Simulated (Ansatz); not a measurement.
Saddle point of AlH4OF3, closed shell (AlH₃OF₂ ([OH2][AlH]([F])[F]) + HF → AlH₂OF₃ ([OH2][Al]([F])([F])[F]) + H₂; bonds formed: Al1–F8, H2–H7; bonds broken: Al1–H2, H7–F8), PBE0-D4/def2-TZVP structure:

Al1  (-0.312, -0.523, 0.212)
H2  (-1.942, -0.235, 0.531)
F3  (-0.384, -1.697, -0.972)
F4  (0.571, -0.887, 1.564)
H5  (1.669, 0.949, -0.412)
O6  (1.058, 0.359, -0.868)
H7  (-1.529, 0.850, 0.687)
F8  (-0.681, 1.475, 0.640)
H9  (1.551, -0.291, -1.382)
(Å)

Energies are electronic, without zero-point energy. Barriers and step energies count from the start structure reached by relaxing down the imaginary mode; all methods use the PBE0-D4 structures, on which another method's saddle can fall below an end. Ansatz 0.2.0; basis: def2-TZVPP, with def2-QZVPP for the basis limit; cores frozen in the correlated methods. B3LYP uses VWN-RPA correlation. Extrapolation: Hartree–Fock as exp(−7.88 √X), correlation as X^−2.97.

```csv
method,barrier (eV),step energy (eV)
SPW92,0.365,-0.967
PBE-D4,0.461,-1.157
BLYP-D4,0.526,-1.272
r2SCAN-D4,0.419,-1.351
B97M-V,0.553,-1.255
PBE0-D4,0.512,-1.221
B3LYP-D4,0.556,-1.309
r2SCAN0-D4,?,-1.360
BHLYP-D4,0.612,-1.382
CAM-B3LYP-D4,0.542,-1.306
wB97X-V,?,-1.334
wB97M-V,0.499,-1.350
B2PLYP,0.558,-1.358
PBE-QIDH,0.540,-1.321
RPA on PBE,0.538,-1.370
HF,0.785,-1.535
MP2,?,-1.407
CCSD,0.593,-1.399
CCSD(T),0.559,-1.373
```

Task: Fill in the withheld barriers. (An estimate is asked for; the value comes from the calculation.)

Result: By the calculation: wB97X-V 0.515; r2SCAN0-D4 0.479; MP2 0.536 eV. Each is the energy of the saddle less that of the start structure, by the same method.

For comparison, the barrier by CCSD(T) at an estimated basis limit (MP2 extrapolated from triple and quadruple zeta, plus CCSD(T) − MP2 in triple zeta) is 0.542 eV.

No T1 diagnostic of these runs exceeds 0.012.

Labels in which every atom is bracketed show which atoms are joined, not bond orders.

For scale, one of the runs: CCSD(T)/def2-TZVPP, 222 basis functions, launched by `ansatz run in.yaml --threads 4 --pin off --events-out ev --progress --plain --max-ram 9574MiB`. The run took 110 s on 4 CPU threads of an Arm Neoverse V2 (shared host), with 3.8 GiB of host memory at its peak.
